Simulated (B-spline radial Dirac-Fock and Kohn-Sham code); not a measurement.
Z = 62 (samarium), transition energy 200 keV. Calculated with a radial B-spline solver, using a Dirac-Hartree-Slater potential of the neutral atom with a Latter tail (no hole, which puts coefficients of high multipoles low close above an edge), finite nucleus with surface currents. Subshells that would emit electrons below 1 keV are left out.

Question: A pure transition shows α(K) = 0.546, L1/L2 = 0.210 and L1/L3 = 0.303. What is its multipolarity?
A. M1
B. M3
C. E2
D. E4
E. M2
F. M4
G. E3
H. E1

Answer: G. For comparison, α(K), L1/L2, L1/L3 are E1 0.0361, 8.34, 7.12; E2 0.150, 0.937, 1.12; E4 1.95, 0.0844, 0.133; M1 0.206, 13.4, 74.7; M2 1.09, 8.34, 10.9; M3 4.68, 5.58, 2.66; M4 19.8, 4.11, 1.17.
